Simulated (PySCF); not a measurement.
In(Me)2(NHMe) (C3H10InN), SMILES C[NH][In]([CH3])[CH3].

Geometry: r2SCAN-D4/def2-SVP. The def2 effective core potentials stand for the cores of In; spin–orbit coupling is left out. Other conformers were not sampled.

Method: C-PCM-B3LYP/def2-SVP run with PySCF.

The values are the electrostatic part of the solvation free energy, E(continuum) − E(gas) at the gas-phase geometry, in a cavity of scaled van der Waals radii (PySCF's table); cavitation and dispersion terms are not included. A continuum can't describe solvent molecules that bind to the metal. In vacuum the orbital gap is 5.03 eV. The dipole moment in vacuum is 0.41 D.

Problem. Estimate the values in water (ε = 78.36), dichloromethane (ε = 8.93), N,N-dimethylformamide (ε = 37.22). (The exact figures need the calculation; the answer reports its results.)

Solution. 
| solvent | ε | ΔG(elec) (kcal/mol) | dipole (D) | gap (eV) |
|---|---|---|---|---|
| water | 78.36 | -2.3 | 0.61 | 5.26 |
| dichloromethane | 8.93 | -2.1 | 0.58 | 5.23 |
| N,N-dimethylformamide | 37.22 | -2.3 | 0.60 | 5.26 |
